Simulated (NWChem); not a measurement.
Molecule: C₂H₅AlF₂; SMILES [Al]([F])([F])[CH2]C

```xyz
10

Al     0.0114     0.5672    -0.0005
F     -1.6365     0.7672    -0.0007
F      0.9081     1.9639     0.0017
C      0.8430    -1.1834    -0.0033
C     -0.1034    -2.3839     0.0028
H      1.5264    -1.2159     0.8652
H      1.5163    -1.2172    -0.8797
H     -0.7663    -2.3895    -0.8762
H     -0.7551    -2.3893     0.8903
H      0.4491    -3.3373    -0.0005
```
Atoms are numbered in this order, from 1.

Program: NWChem. Geometry: optimised at PBE0/def2-SVP. Hybrids' shares of exact exchange are those that their runs print; pure functionals count as 0. The functionals differ in more than this share.

```
row             share of exact exchange  highest occupied level (eV)
--------------  -----------------------  ---------------------------
PBE/def2-SVP                       0.00                        -7.10
BLYP/def2-SVP                      0.00                        -6.96
TPSSh/def2-SVP                     0.10                        -7.76
B3LYP/def2-SVP                     0.20                        -8.24
MPW1K/def2-SVP                     0.43                     withheld
```

Fit a straight line of the last column on the one before it, predict the withheld value, and compare with the run.


1. Means of the 4 shown rows: x = 0.075, y = -7.515. Slope Σ(x − x̄)(y − ȳ)/Σ(x − x̄)² = -0.1695/0.02750 = -6.164; intercept -7.053.
2. The shown rows scatter about the line by 0.073 (root mean square); the largest residual is +0.09, at BLYP/def2-SVP.
3. At x = 0.43 (MPW1K/def2-SVP; beyond the shown range) the line gives -9.70.
4. The run gives -9.51, +0.19 from the line, 2.6 times the scatter.
